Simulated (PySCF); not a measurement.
B2H4NSi, C3H9B, C2H6BN, CH6BNO and others (calculated)

Calculation on a computer-drawn molecule: the log of a Hartree-Fock and frozen-core CCSD(T) single point meant for a local Hartree-Fock minimum, with one planted fault or none, to be diagnosed. Offsets are logged minus clean, where the clean run is the same molecule without the fault. The reference is restricted for singlets and unrestricted otherwise, and also for a bond in bohr or an excited solution. Adding or removing an electron swaps singlet and doublet. The excited solution moves the top pair (singlet) or top alpha electron (doublet) to the lowest empty orbital. Highest occupied and lowest empty are orbital energies over both spins, largest force is the largest gradient component, triples share is (T) over the correlation energy, the T1 limit is 0.02 restricted and 0.045 unrestricted, electrons count all cores, a negative frequency is imaginary (commonest isotopes), and the dipole is about the centre of nuclear charge. Program: PySCF 2.14.0.

Common to all runs: meant multiplicity 1; logged SCF converged yes; logged CC converged yes; logged SCF stable within its kind yes; possible faults no fault, one electron removed, one electron added, multiplicity raised by two, geometry at a saddle point, SCF held on an excited solution, minimal basis STO-3G, one bond length entered in bohr, all coordinates scaled.

(1) 
```xyz
8
formula=B2H4NSi meant_charge=1 meant_basis=cc-pV(D+d)Z logged_electrons=33 logged_basis_functions=85 logged_spin_squared=0.7633 logged_highest_occupied=-23.096 logged_lowest_empty=-11.821 logged_largest_force=0.073682 logged_T1_diagnostic=0.020634 logged_D1_diagnostic=0.075746 logged_triples_share=0.027632 logged_dipole_magnitude=1.7189 logged_energy_HF=-394.27984 logged_energy_CCSD(T)=-394.66872 planted_fault=one_electron_removed HF_energy_offset_from_clean_run=307.5 CCSD(T)_energy_offset_from_clean_run=347.6
N     -1.4029     0.3893     3.5953
B     -2.0846    -0.2859     2.8399
B     -2.8917    -1.2808     1.7594
Si    -1.7869    -2.6057     0.6956
H     -0.9130     0.9708     4.2295
H     -4.0661    -1.2760     1.5618
H     -1.5020    -3.9607     1.1802
H     -1.1953    -2.2729    -0.6048
```

Units: logged_highest_occupied, logged_lowest_empty in eV; logged_largest_force in hartree/bohr; logged_dipole_magnitude in debye; logged_energy_HF, logged_energy_CCSD(T) in hartree; HF_energy_offset_from_clean_run, CCSD(T)_energy_offset_from_clean_run in kcal/mol.

Drawn bonds:
| atom | other atom | order |
| --- | --- | --- |
| 1 | 2 | 2 |
| 2 | 3 | 1 |
| 3 | 4 | 1 |
| 1 | 5 | 1 |
| 3 | 6 | 1 |
| 4 | 7 | 1 |
| 4 | 8 | 1 |

(2) 
```xyz
13
formula=C3H9B meant_charge=0 meant_basis=cc-pVDZ logged_electrons=32 logged_basis_functions=101 logged_spin_squared=0 logged_highest_occupied=-11.76 logged_lowest_empty=2.7663 logged_largest_force=0.07973 logged_T1_diagnostic=0.0076813 logged_D1_diagnostic=0.023071 logged_triples_share=0.024695 logged_dipole_magnitude=0.54801 logged_energy_HF=-143.41864 logged_energy_CCSD(T)=-144.00288 planted_fault=all_coordinates_scaled,by_-8.5_% HF_energy_offset_from_clean_run=60.93 CCSD(T)_energy_offset_from_clean_run=70.79
B      0.6010     2.5656     0.5150
C      0.0365     1.2597     0.2778
C      0.8682     0.1855     0.6332
C     -0.5305     1.0859    -0.9951
H      1.3659     2.7164     1.2924
H      0.2303     3.4475    -0.0297
H     -0.7267     1.2820     0.9458
H      1.6585     0.1253     0.0212
H      1.2165     0.2842     1.5645
H      0.3823    -0.6874     0.5771
H      0.1756     1.0799    -1.7051
H     -1.0242     0.2180    -1.0602
H     -1.1707     1.8209    -1.2145
```

Units: logged_highest_occupied, logged_lowest_empty in eV; logged_largest_force in hartree/bohr; logged_dipole_magnitude in debye; logged_energy_HF, logged_energy_CCSD(T) in hartree; HF_energy_offset_from_clean_run, CCSD(T)_energy_offset_from_clean_run in kcal/mol.

Drawn bonds:
| atom | other atom | order |
| --- | --- | --- |
| 1 | 2 | 1 |
| 2 | 3 | 1 |
| 2 | 4 | 1 |
| 1 | 5 | 1 |
| 1 | 6 | 1 |
| 2 | 7 | 1 |
| 3 | 8 | 1 |
| 3 | 9 | 1 |
| 3 | 10 | 1 |
| 4 | 11 | 1 |
| 4 | 12 | 1 |
| 4 | 13 | 1 |

(3) 
```xyz
10
formula=C2H6BN meant_charge=0 meant_basis=cc-pVDZ logged_electrons=30 logged_basis_functions=26 logged_spin_squared=0 logged_highest_occupied=-9.2003 logged_lowest_empty=10.956 logged_largest_force=0.074144 logged_T1_diagnostic=0.015082 logged_D1_diagnostic=0.04976 logged_triples_share=0.021554 logged_dipole_magnitude=0.15087 logged_energy_HF=-156.42885 logged_energy_CCSD(T)=-156.7021 planted_fault=minimal_basis_STO-3G HF_energy_offset_from_clean_run=1232 CCSD(T)_energy_offset_from_clean_run=1431
C     -0.1362    -0.0215    -1.5026
C     -0.0240     0.0298     0.0279
B      0.9710     1.1047     0.5534
N      1.7587     1.9558     0.9634
H     -0.4801     0.9326    -1.9071
H      0.8272    -0.2487    -1.9634
H     -0.8455    -0.7917    -1.8123
H     -1.0048     0.2285     0.4702
H      0.2912    -0.9440     0.4144
H      2.3874     2.6351     1.2971
```

Units: logged_highest_occupied, logged_lowest_empty in eV; logged_largest_force in hartree/bohr; logged_dipole_magnitude in debye; logged_energy_HF, logged_energy_CCSD(T) in hartree; HF_energy_offset_from_clean_run, CCSD(T)_energy_offset_from_clean_run in kcal/mol.

Drawn bonds:
| atom | other atom | order |
| --- | --- | --- |
| 1 | 2 | 1 |
| 2 | 3 | 1 |
| 3 | 4 | 2 |
| 1 | 5 | 1 |
| 1 | 6 | 1 |
| 1 | 7 | 1 |
| 2 | 8 | 1 |
| 2 | 9 | 1 |
| 4 | 10 | 1 |

(4) 
```xyz
10
formula=CH6BNO meant_charge=0 meant_basis=cc-pVDZ logged_electrons=32 logged_basis_functions=86 logged_spin_squared=0 logged_highest_occupied=-9.8912 logged_lowest_empty=4.3923 logged_largest_force=0.10105 logged_T1_diagnostic=0.010516 logged_D1_diagnostic=0.039567 logged_triples_share=0.023052 logged_dipole_magnitude=0.94309 logged_energy_HF=-195.3555 logged_energy_CCSD(T)=-195.9832 planted_fault=all_coordinates_scaled,by_-6.8_% HF_energy_offset_from_clean_run=32.74 CCSD(T)_energy_offset_from_clean_run=42.21
N     -2.6900     0.7855     0.9823
C     -2.0456     1.4109    -0.0454
B     -1.9933     0.7253    -1.3576
O     -1.4171     1.2313    -2.3570
H     -3.5771     0.6053     0.7352
H     -2.3024    -0.0559     1.1321
H     -2.4704     2.3340    -0.1720
H     -1.0896     1.6179     0.2578
H     -2.4652    -0.2791    -1.5256
H     -1.0521     2.0200    -2.2075
```

Units: logged_highest_occupied, logged_lowest_empty in eV; logged_largest_force in hartree/bohr; logged_dipole_magnitude in debye; logged_energy_HF, logged_energy_CCSD(T) in hartree; HF_energy_offset_from_clean_run, CCSD(T)_energy_offset_from_clean_run in kcal/mol.

Drawn bonds:
| atom | other atom | order |
| --- | --- | --- |
| 1 | 2 | 1 |
| 2 | 3 | 1 |
| 3 | 4 | 1 |
| 1 | 5 | 1 |
| 1 | 6 | 1 |
| 2 | 7 | 1 |
| 2 | 8 | 1 |
| 3 | 9 | 1 |
| 4 | 10 | 1 |

(5) 
```xyz
8
formula=BFH4NO meant_charge=-1 meant_basis=aug-cc-pVDZ logged_electrons=34 logged_basis_functions=128 logged_spin_squared=0 logged_highest_occupied=-5.4758 logged_lowest_empty=4.1989 logged_largest_force=0.021413 logged_T1_diagnostic=0.015208 logged_D1_diagnostic=0.037408 logged_triples_share=0.028753 logged_dipole_magnitude=1.5377 logged_energy_HF=-255.92285 logged_energy_CCSD(T)=-256.68359
N     -0.0953    -0.3305     1.1491
B     -1.4016    -1.0479     1.5974
O     -1.0821    -1.9966     2.7174
F     -1.9964    -1.8916     0.4706
H     -0.2737     0.2707     0.3339
H      0.6079    -1.0248     0.8564
H     -2.3114    -0.1924     1.8921
H     -1.8237    -2.6038     2.8114
```

Units: logged_highest_occupied, logged_lowest_empty in eV; logged_largest_force in hartree/bohr; logged_dipole_magnitude in debye; logged_energy_HF, logged_energy_CCSD(T) in hartree.

Drawn bonds:
| atom | other atom | order |
| --- | --- | --- |
| 1 | 2 | 1 |
| 2 | 3 | 1 |
| 2 | 4 | 1 |
| 1 | 5 | 1 |
| 1 | 6 | 1 |
| 2 | 7 | 1 |
| 3 | 8 | 1 |

(6) 
```xyz
8
formula=BH4N2O meant_charge=-1 meant_basis=aug-cc-pVDZ logged_electrons=32 logged_basis_functions=128 logged_spin_squared=0 logged_highest_occupied=-4.1152 logged_lowest_empty=3.8845 logged_largest_force=8.466e-06 logged_lowest_frequency=-419.1 logged_T1_diagnostic=0.01723 logged_D1_diagnostic=0.049362 logged_triples_share=0.033237 logged_dipole_magnitude=5.2682 logged_energy_HF=-210.91894 logged_energy_CCSD(T)=-211.62903
N      1.2345     0.2323     0.0000
B      0.0000    -0.6023     0.0000
N     -1.2345     0.2323     0.0000
O      0.0000    -1.8924     0.0000
H      2.1244    -0.2119     0.0000
H      1.2705     1.2269     0.0000
H     -2.1244    -0.2119     0.0000
H     -1.2705     1.2269     0.0000
```

Units: logged_highest_occupied, logged_lowest_empty in eV; logged_largest_force in hartree/bohr; logged_lowest_frequency in cm⁻¹; logged_dipole_magnitude in debye; logged_energy_HF, logged_energy_CCSD(T) in hartree.

Drawn bonds:
| atom | other atom | order |
| --- | --- | --- |
| 1 | 2 | 1 |
| 2 | 3 | 1 |
| 2 | 4 | 1 |
| 1 | 5 | 1 |
| 1 | 6 | 1 |
| 3 | 7 | 1 |
| 3 | 8 | 1 |

Q: Which fault was planted in the run of BFH4NO (entry 5)?
A: all coordinates scaled, by +2.4 %

Q: Which fault was planted in the run of BH4N2O (entry 6)?
A: geometry at a saddle point

Further results for BFH4NO (entry 5):

* HF energy offset from clean run: 2.509 kcal/mol
* CCSD(T) energy offset from clean run: -0.7273 kcal/mol

Further results for BH4N2O (entry 6):

* HF energy offset from clean run: 2.17 kcal/mol
* CCSD(T) energy offset from clean run: 2.823 kcal/mol
